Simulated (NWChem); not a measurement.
# C4H5Cl; SMILES ClC(=C)C=C

```xyz
10

C      0.7204    -1.9816     0.0000
C     -0.4253    -1.2917     0.0000
C     -0.5589     0.1625     0.0000
C     -1.7359     0.8027     0.0000
Cl     0.9165     1.0880     0.0000
H      1.6872    -1.4723     0.0000
H      0.7162    -3.0736     0.0000
H     -1.3824    -1.8246     0.0000
H     -2.6631     0.2251     0.0000
H     -1.7980     1.8915     0.0000
```
Atoms are numbered in this order, from 1.

All runs use the structure optimised with PBE0/def2-SVP. B3LYP is NWChem's, with the RPA form of VWN correlation.

Q: Give the principal values of the shielding tensors (ppm) of C1, C2, C3, C4, Cl5 from B3LYP/6-31G* (spherical d), GIAO (NWChem), with their diamagnetic and paramagnetic parts as GIAO splits them.

A: 
```
atom    σ11    σ22     σ33  isotropic  diamagnetic  paramagnetic
----  -----  -----  ------  ---------  -----------  ------------
C1    -19.2   74.3   172.5       75.9        259.1        -183.2
C2    -33.4   75.0   147.7       63.1        254.6        -191.5
C3    -38.5   76.6   115.5       51.2        255.5        -204.3
C4     -9.0   93.0   148.8       77.6        259.7        -182.1
Cl5   562.1  741.4  1012.1      771.8       1147.0        -375.1
```
